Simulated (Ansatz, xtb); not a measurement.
Breaking the O2–H3 bond in HLiO (SMILES [Li][OH]) (multiplicity 1 held, fragments rigid). Energies count from the point at 0.951 Å.
Geometry at that point (charge 0, multiplicity 1):
| atom | x (Å) | y (Å) | z (Å) |
|---|---|---|---|
| Li | 0.0000 | 0.0000 | -1.2587 |
| O | 0.0000 | 0.0000 | 0.3139 |
| H | 0.0000 | 0.0000 | 1.2652 |

R- and RO- levels are restricted; in cc, def2 and unpolarised 6-31G sets they are followed outwards from rest. U- levels take the lowest unrestricted solution at each point, which mixes spins at long bonds. Curves can end on different states.

Frozen-core correlation.

Run with Ansatz (Gaussian orbitals); xtb for the GFN methods. Each number belongs to the level named beside it. The GFN methods have no spin term and hold the electronic entropy of 300 K.

Energies in kcal/mol.

```json
[
 {"R (Å)": "0.761", "GFN2-xTB": "[?]", "U-HF/aug-cc-pVDZ": "33.9", "R-MP2/aug-cc-pVDZ": "39.9", "U-SCS-MP2/aug-cc-pVDZ": "39.7", "R-CCSD/aug-cc-pVDZ": "39.1", "R-CCSD(T)/aug-cc-pVDZ": "39.6"},
 {"R (Å)": "0.856", "GFN2-xTB": "6.4", "U-HF/aug-cc-pVDZ": "5.1", "R-MP2/aug-cc-pVDZ": "8.1", "U-SCS-MP2/aug-cc-pVDZ": "8.1", "R-CCSD/aug-cc-pVDZ": "7.7", "R-CCSD(T)/aug-cc-pVDZ": "8.0"},
 {"R (Å)": "0.951", "GFN2-xTB": "0.0", "U-HF/aug-cc-pVDZ": "0.0", "R-MP2/aug-cc-pVDZ": "0.0", "U-SCS-MP2/aug-cc-pVDZ": "0.0", "R-CCSD/aug-cc-pVDZ": "0.0", "R-CCSD(T)/aug-cc-pVDZ": "0.0"},
 {"R (Å)": "1.046", "GFN2-xTB": "4.4", "U-HF/aug-cc-pVDZ": "7.3", "R-MP2/aug-cc-pVDZ": "4.3", "U-SCS-MP2/aug-cc-pVDZ": "4.3", "R-CCSD/aug-cc-pVDZ": "4.6", "R-CCSD(T)/aug-cc-pVDZ": "4.3"},
 {"R (Å)": "1.142", "GFN2-xTB": "13.8", "U-HF/aug-cc-pVDZ": "20.8", "R-MP2/aug-cc-pVDZ": "14.9", "U-SCS-MP2/aug-cc-pVDZ": "14.9", "R-CCSD/aug-cc-pVDZ": "15.4", "R-CCSD(T)/aug-cc-pVDZ": "14.8"},
 {"R (Å)": "1.284", "GFN2-xTB": "[?]", "U-HF/aug-cc-pVDZ": "45.7", "R-MP2/aug-cc-pVDZ": "35.5", "U-SCS-MP2/aug-cc-pVDZ": "35.3", "R-CCSD/aug-cc-pVDZ": "36.0", "R-CCSD(T)/aug-cc-pVDZ": "34.9"},
 {"R (Å)": "1.427", "GFN2-xTB": "50.2", "U-HF/aug-cc-pVDZ": "69.0", "R-MP2/aug-cc-pVDZ": "57.3", "U-SCS-MP2/aug-cc-pVDZ": "72.2", "R-CCSD/aug-cc-pVDZ": "57.2", "R-CCSD(T)/aug-cc-pVDZ": "55.4"},
 {"R (Å)": "1.665", "GFN2-xTB": "78.9", "U-HF/aug-cc-pVDZ": "86.6", "R-MP2/aug-cc-pVDZ": "90.2", "U-SCS-MP2/aug-cc-pVDZ": "110.2", "R-CCSD/aug-cc-pVDZ": "87.6", "R-CCSD(T)/aug-cc-pVDZ": "84.4"},
 {"R (Å)": "1.903", "GFN2-xTB": "[?]", "U-HF/aug-cc-pVDZ": "92.8", "R-MP2/aug-cc-pVDZ": "116.6", "U-SCS-MP2/aug-cc-pVDZ": "123.3", "R-CCSD/aug-cc-pVDZ": "109.6", "R-CCSD(T)/aug-cc-pVDZ": "104.4"},
 {"R (Å)": "2.188", "GFN2-xTB": "122.0", "U-HF/aug-cc-pVDZ": "92.8", "R-MP2/aug-cc-pVDZ": "139.6", "U-SCS-MP2/aug-cc-pVDZ": "129.3", "R-CCSD/aug-cc-pVDZ": "126.4", "R-CCSD(T)/aug-cc-pVDZ": "117.1"},
 {"R (Å)": "2.569", "GFN2-xTB": "138.4", "U-HF/aug-cc-pVDZ": "90.8", "R-MP2/aug-cc-pVDZ": "158.0", "U-SCS-MP2/aug-cc-pVDZ": "127.8", "R-CCSD/aug-cc-pVDZ": "137.7", "R-CCSD(T)/aug-cc-pVDZ": "120.6"},
 {"R (Å)": "3.044", "GFN2-xTB": "148.4", "U-HF/aug-cc-pVDZ": "90.1", "R-MP2/aug-cc-pVDZ": "166.1", "U-SCS-MP2/aug-cc-pVDZ": "127.3", "R-CCSD/aug-cc-pVDZ": "143.2", "R-CCSD(T)/aug-cc-pVDZ": "115.4"}
]
```

Fill in the missing entries.


- 0.761, GFN2-xTB: 35.4
- 1.903, GFN2-xTB: 102.0
- 1.284, GFN2-xTB: 31.5

Doubts at one or more of the structures used: a spin-contaminated determinant (U-HF/aug-cc-pVDZ, U-SCS-MP2/aug-cc-pVDZ); a restricted determinant that unrestricted orbitals would lower (R-MP2/aug-cc-pVDZ, R-CCSD/aug-cc-pVDZ, R-CCSD(T)/aug-cc-pVDZ); T1 above 0.05 (R-CCSD/aug-cc-pVDZ, R-CCSD(T)/aug-cc-pVDZ); other coupled-cluster roots lie near (R-CCSD/aug-cc-pVDZ, R-CCSD(T)/aug-cc-pVDZ).

Ansatz is a first-principles code.
